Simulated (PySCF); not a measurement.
# Computed records: CH$_{4}$AlO$_{2}$, CH$_{6}$NOSi, CH$_{4}$FSi, CH$_{5}$Si and others

All values are calculated (PySCF 2.14.0). Calculation on a computer-drawn molecule: the log of a Hartree-Fock and frozen-core CCSD(T) single point meant for a local Hartree-Fock minimum, with one planted fault or none, to be diagnosed. Offsets are logged minus clean, where the clean run is the same molecule without the fault. The reference is restricted for singlets and unrestricted otherwise, and also for a bond in bohr or an excited solution. Adding or removing an electron swaps singlet and doublet. The excited solution moves the top pair (singlet) or top alpha electron (doublet) to the lowest empty orbital. Highest occupied and lowest empty are orbital energies over both spins, largest force is the largest gradient component, triples share is (T) over the correlation energy, the T1 limit is 0.02 restricted and 0.045 unrestricted, electrons count all cores, a negative frequency is imaginary (commonest isotopes), and the dipole is about the centre of nuclear charge.

Common to all runs: logged SCF converged yes; logged CC converged yes; logged SCF stable within its kind yes; possible faults no fault, one electron removed, one electron added, multiplicity raised by two, geometry at a saddle point, SCF held on an excited solution, minimal basis STO-3G, one bond length entered in bohr, all coordinates scaled.

(1) CH$_{4}$AlO$_{2}$

Logged structure:
```xyz
8
CH4AlO2
C      1.0956    -2.2732     0.3173
O      0.4115    -1.2625     0.9816
Al    -0.3734     0.2112     0.7973
O     -0.5107     0.9614    -0.7136
H      1.1852    -2.0746    -0.7565
H      2.1029    -2.3802     0.7269
H      0.5769    -3.2266     0.4431
H     -0.1981     0.6804    -1.5579
```

| Property | Result |
| --- | --- |
| meant charge | 0 |
| meant multiplicity | 2 |
| meant basis | cc-pV(D+d)Z |
| logged electrons | 39 |
| logged basis functions | 28 |
| logged spin squared | 0.7529 |
| logged highest occupied | -5.5824 eV |
| logged lowest empty | 7.0387 eV |
| logged largest force | 0.061766 hartree/bohr |
| logged T1 diagnostic | 0.016747 |
| logged D1 diagnostic | 0.072764 |
| logged triples share | 0.031741 |
| logged dipole magnitude | 0.78518 debye |
| logged energy HF | -426.42214 hartree |
| logged energy CCSD(T) | -426.59775 hartree |
| planted fault | minimal basis STO-3G |
| HF energy offset from clean run | 3450 kcal/mol |
| CCSD(T) energy offset from clean run | 3715 kcal/mol |

Drawn bonds:
```
atom  other atom  order
   1           2      1
   2           3      1
   3           4      1
   1           5      1
   1           6      1
   1           7      1
   4           8      1
```

(2) CH$_{6}$NOSi

Logged structure:
```xyz
10
CH6NOSi
C      0.2473     2.2538    -1.4220
Si    -1.4834     1.8681    -0.9942
N     -1.9928     1.6332     0.5362
O     -2.6313     1.7294    -2.0656
H      0.2944     3.2148    -1.9414
H      0.6422     1.4863    -2.0932
H      0.8689     2.3002    -0.5270
H     -2.9479     1.4203     0.7716
H     -1.3934     1.6849     1.3409
H     -2.5976     1.8169    -3.0102
```

| Property | Result |
| --- | --- |
| meant charge | 1 |
| meant multiplicity | 1 |
| meant basis | cc-pV(D+d)Z |
| logged electrons | 40 |
| logged basis functions | 95 |
| logged spin squared | 2.0376 |
| logged highest occupied | -10.555 eV |
| logged lowest empty | -6.6249 eV |
| logged largest force | 0.14406 hartree/bohr |
| logged T1 diagnostic | 0.021226 |
| logged D1 diagnostic | 0.12597 |
| logged triples share | 0.024384 |
| logged dipole magnitude | 4.8238 debye |
| logged energy HF | -459.2633 hartree |
| logged energy CCSD(T) | -459.86708 hartree |
| planted fault | multiplicity raised by two |
| HF energy offset from clean run | 129.7 kcal/mol |
| CCSD(T) energy offset from clean run | 147.9 kcal/mol |

Drawn bonds:
```
atom  other atom  order
   1           2      1
   2           3      1
   2           4      1
   1           5      1
   1           6      1
   1           7      1
   3           8      1
   3           9      1
   4          10      1
```

(3) CH$_{4}$FSi

Logged structure:
```xyz
7
CH4FSi
C     -0.6186     0.5629    -1.0700
Si     0.4122     1.7090    -2.4093
F      1.8429     0.6601    -2.5803
H     -0.6270    -0.5482    -1.3527
H     -1.7072     0.9226    -1.0131
H     -0.1763     0.6571    -0.0178
H     -0.3796     1.1987    -3.7242
```

| Quantity | Value |
| --- | --- |
| meant charge | -1 |
| meant multiplicity | 1 |
| meant basis | aug-cc-pV(D+d)Z |
| logged electrons | 34 |
| logged basis functions | 114 |
| logged spin squared | 0 |
| logged highest occupied | -2.2223 eV |
| logged lowest empty | 3.9858 eV |
| logged largest force | 0.028371 hartree/bohr |
| logged T1 diagnostic | 0.014736 |
| logged D1 diagnostic | 0.032178 |
| logged triples share | 0.030029 |
| logged dipole magnitude | 2.5858 debye |
| logged energy HF | -428.61297 hartree |
| logged energy CCSD(T) | -429.14777 hartree |
| planted fault | all coordinates scaled, by +4.5 % |
| HF energy offset from clean run | 5.842 kcal/mol |
| CCSD(T) energy offset from clean run | 2.046 kcal/mol |

Drawn bonds:
```
atom  other atom  order
   1           2      1
   2           3      1
   1           4      1
   1           5      1
   1           6      1
   2           7      1
```

(4) CH$_{5}$Si

Logged structure:
```xyz
7
CH5Si
C     -2.3848    -1.1302     1.1943
Si    -2.0797    -2.9801     0.5823
H     -2.0638    -0.4201     0.4223
H     -1.8630    -0.8705     2.1230
H     -3.4562    -0.9582     1.3551
H     -2.3560    -3.7102     1.9125
H     -0.5419    -3.0088     0.6970
```

| Item | Value |
| --- | --- |
| meant charge | -1 |
| meant multiplicity | 1 |
| meant basis | aug-cc-pV(D+d)Z |
| logged electrons | 26 |
| logged basis functions | 100 |
| logged spin squared | 0 |
| logged highest occupied | -1.5866 eV |
| logged lowest empty | 4.0052 eV |
| logged largest force | 6.143e-06 hartree/bohr |
| logged lowest frequency | 215.37 cm⁻¹ |
| logged T1 diagnostic | 0.012745 |
| logged D1 diagnostic | 0.027716 |
| logged triples share | 0.032168 |
| logged dipole magnitude | 3.8684 debye |
| logged energy HF | -329.67675 hartree |
| logged energy CCSD(T) | -330.01147 hartree |
| planted fault | no fault |
| HF energy offset from clean run | 0 kcal/mol |
| CCSD(T) energy offset from clean run | 0 kcal/mol |

Drawn bonds:
```
atom  other atom  order
   1           2      1
   1           3      1
   1           4      1
   1           5      1
   2           6      1
   2           7      1
```

(5) C$_{2}$H$_{10}$Si$_{2}$

Logged structure:
```xyz
14
C2H10Si2
C      1.4458     0.2602     1.2134
Si     1.2139     0.8448    -0.5595
C     -0.5666     1.3607    -0.9188
Si    -1.9164     0.0512    -0.8159
H      2.4943     0.0105     1.3979
H      1.1563     1.0394     1.9246
H      0.8464    -0.6294     1.4247
H      2.1078     2.0046    -0.8108
H      1.6087    -0.2391    -1.4957
H     -0.5919     1.7828    -1.9311
H     -0.8326     2.1801    -0.2394
H     -1.3803    -2.0603    -2.5791
H     -2.0115    -0.5026     0.5572
H     -3.2333     0.6339    -1.1706
```

| Quantity | Value |
| --- | --- |
| meant charge | 0 |
| meant multiplicity | 1 |
| meant basis | cc-pV(D+d)Z |
| logged electrons | 50 |
| logged basis functions | 124 |
| logged spin squared | 0.8024 |
| logged highest occupied | -8.9541 eV |
| logged lowest empty | 1.8897 eV |
| logged largest force | 0.0092582 hartree/bohr |
| logged T1 diagnostic | 0.044151 |
| logged D1 diagnostic | 0.22946 |
| logged triples share | 0.031625 |
| logged dipole magnitude | 1.1289 debye |
| logged energy HF | -659.33631 hartree |
| logged energy CCSD(T) | -659.91927 hartree |
| planted fault | one bond length entered in bohr, row 11 of the drawn bonds |
| HF energy offset from clean run | 71.39 kcal/mol |
| CCSD(T) energy offset from clean run | 76.72 kcal/mol |

Drawn bonds:
```
atom  other atom  order
   1           2      1
   2           3      1
   3           4      1
   1           5      1
   1           6      1
   1           7      1
   2           8      1
   2           9      1
   3          10      1
   3          11      1
   4          12      1
   4          13      1
   4          14      1
```
